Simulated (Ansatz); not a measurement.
Start from `C=CC([SiH3])S` and change one atom or group to get `CC([SiH3])S`.

Ansatz, PBE0-D4/def2-TZVP geometries, multiplicity 1. Each molecule was computed in one conformer, which needn't be the lowest.

```json
{"property": "size of the dipole moment (B3LYP/def2-TZVPP) / D", "`C=CC([SiH3])S`": "1.32"}
{"property": "HOMO–LUMO gap (PBE0/def2-TZVPP) / eV", "`C=CC([SiH3])S`": "6.64"}
{"property": "HOMO energy (B3LYP/def2-TZVPP) / eV", "`C=CC([SiH3])S`": "-6.70"}
{"property": "ideal-gas entropy at 298 K and 1 bar (rigid rotor, harmonic PBE0-D4/def2-TZVP) / J/(mol·K)", "`C=CC([SiH3])S`": "359"}
{"property": "HOMO–LUMO gap (PBE/def2-TZVPP) / eV", "`C=CC([SiH3])S`": "4.46"}
{"property": "HOMO–LUMO gap (B3LYP/def2-TZVPP) / eV", "`C=CC([SiH3])S`": "6.19"}
```

(1) Give the same properties after the change, and the shifts. (Best estimate.)

## Answers

(1) Computed: 
```json
{"property": "size of the dipole moment (B3LYP/def2-TZVPP) / D", "`CC([SiH3])S`": "1.21", "shift": "-0.11"}
{"property": "HOMO–LUMO gap (PBE0/def2-TZVPP) / eV", "`CC([SiH3])S`": "6.87", "shift": "0.23"}
{"property": "HOMO energy (B3LYP/def2-TZVPP) / eV", "`CC([SiH3])S`": "-6.59", "shift": "0.11"}
{"property": "ideal-gas entropy at 298 K and 1 bar (rigid rotor, harmonic PBE0-D4/def2-TZVP) / J/(mol·K)", "`CC([SiH3])S`": "335", "shift": "-24"}
{"property": "HOMO–LUMO gap (PBE/def2-TZVPP) / eV", "`CC([SiH3])S`": "4.78", "shift": "0.32"}
{"property": "HOMO–LUMO gap (B3LYP/def2-TZVPP) / eV", "`CC([SiH3])S`": "6.41", "shift": "0.22"}
```

With PBE0 the HOMO rises by 0.11 eV and the LUMO rises by 0.35 eV, so the gap widens by about 0.24 eV. PBE moves the HOMO by 0.13 eV and ωB97M-V by 0.10 eV. The zero-point energy changes by -13.2 kJ/mol with -3 modes. Dipoles are sizes alone; their direction can turn.

Positive LUMOs are unbound, so they and the gaps depend on the basis.

B3LYP here is the variant with VWN-RPA as its local correlation; programs differ in this.
